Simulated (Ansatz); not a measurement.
```yaml
crystal:
  periodic: [false, false, false]
  atoms:
    - {symbol: B, position_ang: [-0.545929, 1.697509, 1.045694]}
    - {symbol: C, position_ang: [-0.638826, 0.303867, 0.752069]}
    - {symbol: Si, position_ang: [0.681329, -0.328132, -0.531250]}
    - {symbol: N, position_ang: [0.291005, -1.809795, -0.967448]}
    - {symbol: F, position_ang: [0.703329, 0.733405, -1.547760]}
    - {symbol: H, position_ang: [0.331642, 2.034343, 1.906695]}
    - {symbol: H, position_ang: [-1.187944, 2.683796, 0.461698]}
    - {symbol: H, position_ang: [-1.614530, 0.015325, 0.021026]}
    - {symbol: H, position_ang: [-0.552779, -0.444593, 1.380486]}
    - {symbol: H, position_ang: [2.061651, -0.172746, 0.200831]}
    - {symbol: H, position_ang: [1.090561, -2.545298, -1.354761]}
    - {symbol: H, position_ang: [-0.547191, -2.145533, -1.277916]}
basis:
  gaussian: {orbitals: STO-3G}
hamiltonian: {xc: {name: B2PLYP}}
accuracy: high
output: {forces: true}
```

```sh
$ ansatz run in.yaml --threads 4 --pin off --events-out ev --progress --plain --max-ram 10444MiB
```

Shortened log:

```
Functional definition: B2PLYP
787 factors; integrals over basis functions are off by at most 5.9e-9 eV
mean field evaluation 1: about -13720.8758 eV, gradient 2.3e1 eV
mean field evaluation 2: about -13720.8747 eV, gradient 2.3e1 eV
mean field evaluation 4: about -13722.7868 eV, gradient 9.3e-1 eV
mean field evaluation 8: about -13722.7893 eV, gradient 1.4e-2 eV
mean field evaluation 16: about -13722.7893 eV, gradient 1.5e-6 eV
mean field -13722.78931473 eV, -504.3032056755 hartree, gradient 1.1e-8 eV, S^2 0.000000; 0 other end points of the search recorded, 0 dependent functions left out
9 core orbitals not correlated: weight in the atoms' cores, before any rotation towards them, 1.000 or more for the frozen orbitals, at most 0.000 for the correlated occupied ones
reference -13722.78933824 eV, -504.3032065397 hartree; 15, 15 occupied and 12, 12 virtual orbitals, 787 factors
second order -6.72868382 eV of doubles, -0.00000000 eV of singles
Total energy: -13724.60608287 eV, -504.3699706735 hartree
Atom 0 at    -0.545929     1.697509     1.045694 Å, force     1.285740     6.566319     1.854207 eV/Å
Atom 1 at    -0.638826     0.303867     0.752069 Å, force    -4.556474    -1.194782    -9.260297 eV/Å
Atom 2 at     0.681329    -0.328132    -0.531250 Å, force     3.084537     0.783356     8.956422 eV/Å
Atom 3 at     0.291005    -1.809795    -0.967448 Å, force     6.725208    -5.889668    -1.652582 eV/Å
Atom 4 at     0.703329     0.733405    -1.547760 Å, force     0.114552     5.482208    -6.400745 eV/Å
Atom 5 at     0.331642     2.034343     1.906695 Å, force    -1.874323    -0.356093    -1.569974 eV/Å
Atom 6 at    -1.187944     2.683796     0.461698 Å, force     1.589591    -2.704095     1.291430 eV/Å
Atom 7 at    -1.614530     0.015325     0.021026 Å, force     2.718826     0.951643     2.718985 eV/Å
Atom 8 at    -0.552779    -0.444593     1.380486 Å, force     0.432147    -4.200000     4.993479 eV/Å
Atom 9 at     2.061651    -0.172746     0.200831 Å, force    -2.026318    -1.017677    -1.264423 eV/Å
Atom 10 at     1.090561    -2.545298    -1.354761 Å, force    -2.983376     2.961341     1.696834 eV/Å
Atom 11 at    -0.547191    -2.145533    -1.277916 Å, force    -4.510110    -1.382552    -1.363337 eV/Å
Dipole moment:     0.077916    -0.665385    -0.392166 e Å
```

Run time 1.9 s (4 threads of an Intel Xeon 6975P-C on a shared host); peak host memory 0.51 GiB.
